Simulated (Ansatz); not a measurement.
Which is lower?

The two ends of one reaction step of AlH$_{3}$SOF$_{2}$, singlet (PBE0-D4/def2-TZVP).

A:

```xyz
8
angstrom
Al -0.6313 0.3932 -0.1004
O 1.2863 0.2294 -0.4469
F -1.0440 0.5555 -1.6989
F -0.7319 1.7278 0.8633
H 1.5902 -0.6401 -0.1523
S -1.0142 -1.5590 0.8418
H 1.4963 0.3275 -1.3845
H -0.9512 -1.0344 2.0780
```

B:

| atom | x (Å) | y (Å) | z (Å) |
| --- | --- | --- | --- |
| Al1 | -0.1599 | 0.7216 | -0.3676 |
| O2 | 1.4460 | 0.6785 | -0.9112 |
| F3 | -1.4134 | 0.6430 | -1.4464 |
| F4 | -0.4519 | 1.5286 | 1.0477 |
| H5 | 0.5936 | -1.3306 | 1.5208 |
| S6 | -0.3362 | -1.5663 | 0.5781 |
| H7 | 1.6739 | 0.6111 | -1.8359 |
| H8 | -1.3519 | -1.2860 | 1.4146 |

Ansatz 0.2.0; basis: def2-TZVPP; cores frozen in the correlated methods. B3LYP uses VWN-RPA correlation.

(1) Which structure is lower at CCSD(T), and by how much? (Judge from chemistry; the value comes from the calculation.)

The T1 diagnostic stays at or below 0.013.

Answers

(1) By the calculation: A, by 4.73 kcal/mol (electronic energy, against the other). By their contacts, A is AlH₃SOF₂ ([OH2][Al]([F])([F])[SH]) and B is AlH₃SOF₂ ([OH][Al]([F])([F])[SH2]).

All methods give the same order:

```
      method  E(B) − E(A) (kcal/mol)
       SPW92                    6.22
      PBE-D4                    4.76
     BLYP-D4                    2.43
   r2SCAN-D4                    5.00
      B97M-V                    5.72
     PBE0-D4                    5.95
    B3LYP-D4                    3.63
  r2SCAN0-D4                    5.95
    BHLYP-D4                    4.75
CAM-B3LYP-D4                    3.91
     wB97X-V                    4.72
     wB97M-V                    5.30
      B2PLYP                    4.05
    PBE-QIDH                    6.12
  RPA on PBE                    3.24
          HF                    5.51
         MP2                    4.86
        CCSD                    4.69
     CCSD(T)                    4.73
```

Labels in which every atom is bracketed show which atoms are joined, not bond orders.

For scale, one of the runs: CCSD(T)/def2-TZVPP, 219 basis functions (an equivalent command: `ansatz run in.yaml --threads 4`). The run took 89 s on 4 CPU threads (shared host), with 3.4 GiB of host memory at its peak.
